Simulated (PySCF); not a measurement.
A GIAO shielding run with PySCF (density fitting, non-relativistic, gas phase) on `PBCC=C`, C₃H₈BP:

```
$ OMP_NUM_THREADS=1 python probes_run.py task.json out

{"job": {"kind": "nmr", "xc": "B97-2", "basis": "pcSseg-2", "pop": false}, "charge": 0, "multiplicity": 1}
C      2.001442    -0.362453     0.943735
C      1.283451    -0.249813    -0.175435
C      0.277180     0.812542    -0.470933
B     -1.235910     0.389272    -0.535738
P     -1.817833    -1.393711    -0.417681
H      2.700529    -1.189771     1.092284
H      1.918671     0.371073     1.752875
H      1.408390    -1.015961    -0.952853
H      0.339619     1.641439     0.260106
H      0.491196     1.296779    -1.445814
H     -2.063297     1.226865    -0.819838
H     -1.022587    -1.913533     0.638550
H     -3.063392    -1.269944     0.251922
```

Hardware: 1 thread of an Arm Neoverse V2, shared host.

**Question.** How large is the calculation?

**Answer.** 46 electrons, 299 basis functions and 811 auxiliary functions.

**Question.** How long does it take, and how much memory does it need?

**Answer.** 29 s of wall time, with 14 SCF cycles and 5 response iterations; peak memory 1.1 GiB. Times on a shared host scatter by some tens of per cent.

**Question.** And these other runs on the same molecule and hardware: GIAO shielding at B3LYP/pcSseg-2; GIAO shielding at B97-D/pcSseg-2; GIAO shielding at BLYP/pcSseg-2; GIAO shielding at BP86/pcSseg-2; GIAO shielding at HF/pcSseg-2; GIAO shielding at KT2/pcSseg-2?

**Answer.** B3LYP/pcSseg-2: 299 functions, 29 s; B97-D/pcSseg-2: 299 functions, 43 s; BLYP/pcSseg-2: 299 functions, 41 s; BP86/pcSseg-2: 299 functions, 42 s; HF/pcSseg-2: 299 functions, 19 s; KT2/pcSseg-2: 299 functions, 46 s.
